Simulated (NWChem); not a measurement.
Species: SiN2H4ClF; SMILES [Si](N)(N)(Cl)F

```xyz
9

N     -0.4183    -1.2465    -1.3466
Si     0.0180    -0.3456     0.0258
N      1.6229    -0.6836     0.4534
F     -1.1095    -0.7214     1.1289
Cl    -0.0924     1.7143    -0.1212
H      0.1415    -1.2058    -2.1895
H     -1.3951    -1.4288    -1.5448
H      1.9494    -1.6389     0.5365
H      2.1764    -0.0281     0.9905
```
Atoms are numbered in this order, from 1.

Computed with NWChem. Pople sets run with spherical d functions. The geometry was optimised at PBE0/def2-SVP. Ions are spin-unrestricted doublets at the neutral geometry; other ion states weren't tried. Functional: LC-ωPBE (HJS hole) with 6-31G*; rows give the range parameter ω in 1/bohr.

**Question.** At which range parameter does −ε(HOMO) equal the ΔSCF ionisation energy (optimal tuning)?

**Answer.** about 0.41 per bohr, by linear interpolation in these runs:
```csv
range parameter (1/bohr),"vertical ionisation energy, ΔSCF (eV)",−ε(HOMO) (eV),ΔSCF minus −ε(HOMO) (eV)
0.20,9.96,9.03,0.93
0.25,10.18,9.56,0.62
0.30,10.39,10.02,0.37
0.40,10.79,10.76,0.03
0.60,10.76,11.69,-0.93
```
